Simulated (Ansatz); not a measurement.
Molecule: sum formula GaHCl₂ (charge 0, singlet). 
Geometry from a B3LYP-D3(BJ)/def2-TZVP (Ansatz, a program for electronic structure) optimisation:
```xyz
4

Cl    -0.6866     1.7723     0.0136
Ga    -0.4421    -0.3575    -0.0109
Cl     1.5894    -1.0423     0.0087
H     -1.6438    -1.3292    -0.0407
```
Charge 0, spin multiplicity 1.

Computed values are from Ansatz. Correlated levels leave the core frozen unless marked. UHF or UKS for open shells. No spin-orbit coupling. Frozen are the shells of the preceding noble gas and the d and f shells that filled before the atom's block. No relativistic terms. CBS(X,Y): correlation extrapolated as X^-3; Hartree-Fock from the larger set.

Question: What is the vertical ionisation energy (to the doublet) at CCSD(T)/CBS(def2-TZVPPD,def2-QZVPPD)?

Answer: 11.91 eV.

Question: What is the T1 diagnostic at CCSD/def2-QZVPPD?

Answer: 0.008.

Question: What is the atomisation energy De at CCSD(T)/CBS(def2-TZVPPD,def2-QZVPPD)?

Answer: 1038.9 kJ/mol.

Question: What is the total energy at CCSD(T)/CBS(def2-TZVPPD,def2-QZVPPD)?

Answer: -2843.6251 Eh.

Question: What is the dipole moment at CCSD(T)/def2-SVPD?

Answer: 1.78 D.
